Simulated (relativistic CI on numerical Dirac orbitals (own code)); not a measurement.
**Mo4+: 4s photoemission**

Computed with this model: Dirac-Coulomb-Breit CI, KLI orbitals optimised for each configuration, model QED (radiative potential, 1s self-energy scaled to tabulated hydrogen-like ionisation energies), valence Slater integrals scaled by 0.7, multiplet model of photoemission in the sudden approximation; configurations [Kr] 4d2 → [Ar] 3d10 4s 4p6 4d2; 300 K; Lorentzian 2 eV and Gaussian 0.6 eV FWHM. Energies are those of the free ion, without screening or charge transfer. The energies are binding energies and can lie tens of eV above those of solids. Without intra-shell correlation the exchange splitting of an s hole comes out too large, often by half or more. S is read from ⟨S²⟩ = S(S + 1).

free ion: ground-state S = 0.99, centroid 125.17 eV. Peaks (eV, height): 124.0 (100), 127.6 (50).

Strongest unbroadened transitions for free ion:

```tsv
Energy (eV)	Relative strength
123.95	100.0
124.06	71.0
125.44	0.2
126.51	0.4
126.52	4.7
127.76	74.6
```
